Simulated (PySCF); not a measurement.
**17O chemical shifts**

Level of theory: coordinates at the GFN2-xTB level, shieldings: GIAO PBE0/pcSseg-1, in PySCF 2.14.0 with density-fitted response routines (gas phase, a single conformation, averaged over atoms made equivalent by symmetry, fast rotation or ring inversion, non-relativistic).

Shieldings were converted by a linear fit to measured shifts: 17O (scatter 10.7 ppm rms, 12.2 ppm with the 3 outliers that the fit left out vs liquid water, solution or neat liquid). Occasional misses reach two or three times the rms, and more in compound classes unlike the fitted ones.

**Question.** Give the 17O shifts of `O=S(=O)(O)C=C1CC1`, `C/C(=C\O[SiH3])O[SiH2]CF`, `CP(C)(C)=O`, `CC[C@@H]1O[SiH2]O[C@H]1C(F)(F)F`, `CC1=C[C@@H](CF)O[C@H]1CF`, `CCCCOC(=O)C(=O)OC`, `FC(F)(F)O[C@H]1COCC[SiH2]1`.

**Answer.** 
```tsv
compound	environment	δ (ppm)
[O:1]=[S:2](=[O:3])([OH:4])[CH:5]=[C:6]1[CH2:7][CH2:8]1	O1/3: S=O oxygen (×2)	172.4
[O:1]=[S:2](=[O:3])([OH:4])[CH:5]=[C:6]1[CH2:7][CH2:8]1	O4: oxygen bonded to S, H	160.0
[CH3:1]/[C:2](=[CH:3]\[O:4][SiH3:5])[O:6][SiH2:7][CH2:8][F:9]	O6: oxygen bonded to C, Si	27.9
[CH3:1]/[C:2](=[CH:3]\[O:4][SiH3:5])[O:6][SiH2:7][CH2:8][F:9]	O4: oxygen bonded to C, Si	12.8
CP(C)(C)=O	P=O oxygen	64.5
[CH3:1][CH2:2][C@@H:3]1[O:4][SiH2:5][O:6][C@H:7]1[C:8]([F:9])([F:10])[F:11]	O4: oxygen bonded to C, Si, in a 5-membered ring	14.0
[CH3:1][CH2:2][C@@H:3]1[O:4][SiH2:5][O:6][C@H:7]1[C:8]([F:9])([F:10])[F:11]	O6: oxygen bonded to C, Si, in a 5-membered ring	-5.5
CC1=C[C@@H](CF)O[C@H]1CF	ether oxygen	27.3
[CH3:1][CH2:2][CH2:3][CH2:4][O:5][C:6](=[O:7])[C:8](=[O:9])[O:10][CH3:11]	O9: ester carbonyl oxygen	362.5
[CH3:1][CH2:2][CH2:3][CH2:4][O:5][C:6](=[O:7])[C:8](=[O:9])[O:10][CH3:11]	O7: ester carbonyl oxygen	344.2
[CH3:1][CH2:2][CH2:3][CH2:4][O:5][C:6](=[O:7])[C:8](=[O:9])[O:10][CH3:11]	O5: ester alkoxy oxygen	156.4
[CH3:1][CH2:2][CH2:3][CH2:4][O:5][C:6](=[O:7])[C:8](=[O:9])[O:10][CH3:11]	O10: ester alkoxy oxygen	138.3
[F:1][C:2]([F:3])([F:4])[O:5][C@H:6]1[CH2:7][O:8][CH2:9][CH2:10][SiH2:11]1	O5: ether oxygen	61.0
[F:1][C:2]([F:3])([F:4])[O:5][C@H:6]1[CH2:7][O:8][CH2:9][CH2:10][SiH2:11]1	O8: ether oxygen	4.4
```
